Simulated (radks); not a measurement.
Q: These are the eigenvalues of the occupied orbitals of an atom or ion with whole-number occupations (hartree). All-electron calculation, scalar-relativistic Kohn-Sham, r2SCAN, spin-polarised, spherical densities, finite nucleus; meta-GGA in the generalised Kohn-Sham scheme; Fermi nuclear charge, rms radius of each element as measured or else 0.836 A^(1/3) + 0.57 fm. Program: a radial shooting solver on a logarithmic mesh with Libxc functionals.

orbital  eigenvalue
1s up     -2047.722
1s down   -2047.716
2s up     -347.9888
2s down   -347.9876
2p up     -308.8139
2p down   -308.8097
3s up     -82.38563
3s down   -82.26875
3p up     -70.35199
3p down   -70.23408
3d up     -55.06349
3d down   -54.97170
4s up     -20.92526
4s down   -20.67558
4p up     -16.93233
4p down   -16.68535
4d up     -11.50776
4d down   -11.25928
5s up      -6.79182
5s down    -6.58490
5p up      -5.63776
4f up      -5.51888
4f down    -5.26897

Which element is it, and in what charge state? The configuration may be excited. Open shells, if any, are filled with parallel spins first.

A: Z = 67, holmium, charge +9: Ho9+ in [Kr] 4d10 4f9 5s2 5p1. The list shows which subshells hold electrons but not how many an open one holds; the 1s level, -2047.7 hartree, gives Z - s = 64.0 by -(Z - s)^2/2, which with screening and relativity narrows Z to a few neighbours, and the depths of the outer levels then fix element, charge and occupations together.
